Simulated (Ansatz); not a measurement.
Cost and result up the ladder for InCl₃ (4 atoms). Total charge 0; singlet. Geometry: PBE0-D4/def2-SVP.

```xyz
4

In    0.000    0.000    0.000
Cl    1.074    2.054    0.087
Cl   -1.673   -0.500    1.527
Cl    0.599   -1.554   -1.614
```

Ansatz on 4 threads of Arm Neoverse V1 on a shared host. Times are rough, and most runs start from the orbitals of an earlier one. ωB97X-V/def2-TZVP serves as the yardstick here, not as an exact answer. Differences are given only for rows in sets of like size (and for xTB, whose basis is part of the method), since another set adds its own error. Binding counts from free atoms at the same level (In doublet, Cl doublet; other spins of the atoms weren't run), without zero-point energy or a counterpoise term.

In the def2 sets In takes a core potential, while STO-3G treats all electrons; there is no spin–orbit coupling. HSE06 is defined as in plane-wave codes, on full-range PBE exchange. Correlated methods freeze 19 core orbitals; core or outer-core shells of In are correlated, in sets that lack core-valence functions.

Correlated methods converge slowly with the basis.

| level | functions | wall time | binding energy per atom (eV) | difference from ωB97X-V/def2-TZVP (eV) |
| --- | --- | --- | --- | --- |
| HF/STO-3G | 54 | 0.25 s | 3.29 | – |
| PBE-D4/def2-SVP | 80 | 0.55 s | 2.59 | – |
| PBE-D4/def2-TZVP | 161 | 1.1 s | 2.60 | 0.00 |
| HF/def2-TZVP | 161 | 1.1 s | 1.90 | -0.71 |
| MP2/def2-TZVP | 161 | 1.4 s | 2.60 | -0.01 |
| PBE-D4/def2-TZVPD | 194 | 1.7 s | 2.59 | -0.01 |
| HSE06-D4/def2-TZVP | 161 | 1.8 s | 2.57 | -0.03 |
| RPA@PBE/def2-TZVP | 161 | 2.6 s | 2.20 | -0.41 |
| r2SCAN-D4/def2-TZVP | 161 | 2.8 s | 2.61 | 0.01 |
| r2SCANh-D4/def2-TZVP | 161 | 3.3 s | 2.59 | -0.02 |
| ωB97X-V/def2-TZVP | 161 | 3.7 s | 2.61 | 0.00 |
| r2SCAN-D4/def2-TZVPD | 194 | 3.9 s | 2.61 | 0.00 |
| B97M-V/def2-TZVP | 161 | 4.2 s | 2.66 | 0.05 |
| CCSD(T)/def2-TZVPP | 176 | 33 s | 2.48 | -0.13 |
